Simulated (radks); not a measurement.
The numbers below are computed, except where a source is named.
Spherical quantum dot in the effective-mass picture: electrons in a well V = -V0 / (1 + exp((r - R)/a)) with V0 = 6.06, R = 6.56, a = 0.21, all in effective atomic units (hartree* = m*/eps^2 hartree, bohr* = eps/m* bohr), one dielectric constant everywhere. Level of theory: non-relativistic Kohn-Sham, LDA (Slater exchange, Perdew-Wang correlation), spin-polarised, spherical densities (a radial shooting solver with Libxc functionals). Levels are named by radial order and angular momentum (1s, 1p, 1d, 2s, ...), and open shells are averaged over m. Results are scaled to m* = 0.026 and eps = 4.9, for which hartree* = 29.47 meV and bohr* = 9.973 nm.

N = 15, configuration 1s2 1p6 1d(up 5, down 2). This is the lowest configuration that the search found. Occupied and some empty levels:

level,occupation,eigenvalue (meV),<r> (nm)
1s up,1,-93.506,45.69
1s down,1,-92.864,45.53
1p up,3,-91.875,46.95
1p down,3,-91.214,46.88
1d up,5,-88.951,48.21
1d down,2,-88.278,48.18
1f up,0,-84.895,49.34
1f down,0,-84.216,49.34
2s up,0,-80.027,30.28
2s down,0,-79.744,30.15
2p up,0,-74.723,35.41
2p down,0,-74.348,35.30

Energy (meV): total -1970.11, kinetic 128.81, external -2641.0, Hartree 644.05, exchange-correlation -102.00.

Electron density:

r (nm),n(r) (e/nm^3)
4.34,5.705e-07
11.6,1.088e-06
18.8,2.578e-06
26.1,6.018e-06
33.4,0.00001238
40.6,0.00002060
47.9,0.00002423
55.1,0.00001517
62.4,2.507e-06
69.6,4.625e-08
76.9,3.900e-10
84.1,3.412e-12
